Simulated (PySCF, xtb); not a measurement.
CClF₂, SMILES F[C](F)Cl (connectivity only; charge and spin as stated), charge +1, multiplicity 1.

Harmonic wavenumbers (cm⁻¹) from GFN2-xTB run with xtb 6.7.1 at its own minimum, in rising order: 362, 456, 549, 733, 1267, 1371.

Task: What does PBE0-D3(BJ)/def2-TZVP in PySCF give at its own minimum? (An estimate is asked for; the answer gives what the named calculation found.)

Result: 427, 529, 699, 843, 1456, 1570. Paired by order, the mean absolute difference is 131 cm⁻¹ and the zero-point energies are 6.8 and 7.9 kcal/mol.
